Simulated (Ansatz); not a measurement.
Reaction (redistribution): `[CH3][AlH][O][SiH2][GaH2]` + `[AlH2][SiH2]C[SiH3]` → `[AlH2][SiH2][SiH2][GaH2]` + `[CH3][AlH][O]C[SiH3]`

Gas-phase electronic energies from Ansatz, PBE0-D4/def2-TZVP geometries. CBS: MP2 limit from def2 TZ/QZ plus the TZ coupled-cluster correction, frozen cores. Functionals use def2-TZVPP. B3LYP here is the variant with VWN-RPA as its local correlation; programs differ in this. For Ga outer-core shells are correlated without core-valence functions, which leaves a few kJ/mol of doubt a bond. Scalar relativity is left out up to krypton. Each species was taken in one conformer, which may not be the lowest.

```json
{"level": "PBE-D4", "ΔE (kcal/mol)": "41.1", "difference from CCSD(T)/CBS": "-6.4"}
{"level": "r2SCAN-D4", "ΔE (kcal/mol)": "45.8", "difference from CCSD(T)/CBS": "-1.7"}
{"level": "PBE0-D4", "ΔE (kcal/mol)": "43.9", "difference from CCSD(T)/CBS": "-3.6"}
{"level": "B3LYP-D4", "ΔE (kcal/mol)": "44.8", "difference from CCSD(T)/CBS": "-2.7"}
{"level": "ωB97X-V", "ΔE (kcal/mol)": "46.0", "difference from CCSD(T)/CBS": "-1.5"}
{"level": "ωB97M-V", "ΔE (kcal/mol)": "48.4", "difference from CCSD(T)/CBS": "0.9"}
{"level": "PBE", "ΔE (kcal/mol)": "40.2", "difference from CCSD(T)/CBS": "-7.3"}
{"level": "r2SCAN", "ΔE (kcal/mol)": "45.6", "difference from CCSD(T)/CBS": "-1.9"}
{"level": "PBE0", "ΔE (kcal/mol)": "43.2", "difference from CCSD(T)/CBS": "-4.3"}
{"level": "HF/def2-TZVPP", "ΔE (kcal/mol)": "47.3", "difference from CCSD(T)/CBS": "-0.2"}
{"level": "MP2/def2-TZVPP", "ΔE (kcal/mol)": "49.4", "difference from CCSD(T)/CBS": "1.9"}
{"level": "SCS-MP2/def2-TZVPP", "ΔE (kcal/mol)": "48.6", "difference from CCSD(T)/CBS": "1.1"}
{"level": "CCSD(T)/def2-TZVPP", "ΔE (kcal/mol)": "46.4", "difference from CCSD(T)/CBS": "-1.1"}
{"level": "HF/CBS(def2)", "ΔE (kcal/mol)": "48.0", "difference from CCSD(T)/CBS": "0.5"}
{"level": "MP2/CBS(def2)", "ΔE (kcal/mol)": "50.6", "difference from CCSD(T)/CBS": "3.1"}
{"level": "CCSD/CBS(def2)", "ΔE (kcal/mol)": "48.0", "difference from CCSD(T)/CBS": "0.5"}
{"level": "CCSD(T)/CBS", "ΔE (kcal/mol)": "47.5", "difference from CCSD(T)/CBS": "0"}
```

Largest T1 diagnostic among the species: 0.014.

The D4 term adds +1.4 kcal/mol with B3LYP and +0.7 kcal/mol with PBE0; it sums over pairs of atoms, weighted by their polarisabilities, and B3LYP, whose exchange is more repulsive, gets the larger term. From PBE to PBE0 (25 % exact exchange), in def2-TZVPP and without D4, ΔE moves by +3.0 kcal/mol.
